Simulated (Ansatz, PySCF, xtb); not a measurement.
Complex: ethylamine (SMILES CCN) (first 10 atoms) with NH3 (SMILES N); geometry from B3LYP-D3(BJ)/def2-TZVP, rigid monomers moved along the line of their centres of mass till N3···H14 is 2.52 Å.
(charge 0, multiplicity 1):
```
atom    x (Å)    y (Å)    z (Å)
----  -------  -------  -------
C      1.3411   0.2681   0.3568
C     -0.1120   0.6768   0.1757
N     -1.0094  -0.3729   0.6788
H      2.0087   1.0483  -0.0130
H      1.5587   0.0941   1.4108
H      1.5605  -0.6468  -0.2013
H     -0.2981   0.9239  -0.8788
H     -0.3093   1.5816   0.7555
H     -1.9799  -0.1173   0.5373
H     -0.8553  -1.2390   0.1737
N      0.0076  -0.2140   4.0265
H      0.2795  -1.1060   4.4243
H     -0.6818   0.1905   4.6500
H     -0.4503  -0.4022   3.1341
```

Monomers are frozen at their geometry in the pair; levels with a basis set take the counterpoise correction. Rows marked so take none.

Frozen-core correlation. Rows in 6-31G*, STO-3G carry no dispersion term and start afresh at each structure (6-31G* with six Cartesian d functions).

Programs: Ansatz (Gaussian basis) for Hartree–Fock, density functionals and correlated methods; PySCF for 6-31G* rows, STO-3G rows, the dispersion terms; xtb for the GFN methods. Values without a source in brackets are computed.

```json
[
 {"level": "GFN-FF", "interaction energy (meV)": "-207.7"},
 {"level": "HF/STO-3G (no counterpoise)", "interaction energy (meV)": "-96.4"},
 {"level": "HF/aug-cc-pVDZ", "interaction energy (meV)": "-81.6"},
 {"level": "BP86/6-31G* (no counterpoise)", "interaction energy (meV)": "-173.9"},
 {"level": "B3LYP/6-31G*", "interaction energy (meV)": "-124.6"},
 {"level": "B3LYP/def2-TZVPPD", "interaction energy (meV)": "?"},
 {"level": "PBE0-D3(BJ)/def2-TZVPPD", "interaction energy (meV)": "-168.8"},
 {"level": "PBE0-D4/def2-TZVPPD", "interaction energy (meV)": "-167.7"},
 {"level": "CCSD(T)/aug-cc-pVDZ", "interaction energy (meV)": "?"}
]
```

Problem. Fill in the missing entries.

Solution. 
- B3LYP/def2-TZVPPD, interaction energy (meV): -106.0
- CCSD(T)/aug-cc-pVDZ, interaction energy (meV): -145.2

Ansatz is an electronic-structure program.
